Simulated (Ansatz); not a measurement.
A structure relaxed at PBE0-D4/def2-TZVP, charge 0, multiplicity 1:

```xyz
8

N    -1.292   -0.770    0.734
Nb   -0.411    0.211   -0.387
N     1.415    0.063    0.259
Cl   -0.588   -0.663   -2.518
Cl   -1.137    2.400   -0.269
H    -1.910   -1.312    1.320
H     1.734   -0.465    1.056
H     2.188    0.535   -0.195
```

**Question.** Give its formula and SMILES.

**Answer.** Cl2H3N2Nb, `[NH]=[Nb]([NH2])([Cl])[Cl]`.

**Question.** Point group (tolerance 0.08 Å, 0.16 Å for H)?

**Answer.** Cs.

**Question.** Summarise the bond lengths by kind.

**Answer.** 2 × N–Nb 1.731 to 1.942 Å; 3 × H–N 1.008 to 1.013 Å; 2 × Cl–Nb 2.310 Å.

Program: Ansatz 0.2.0.
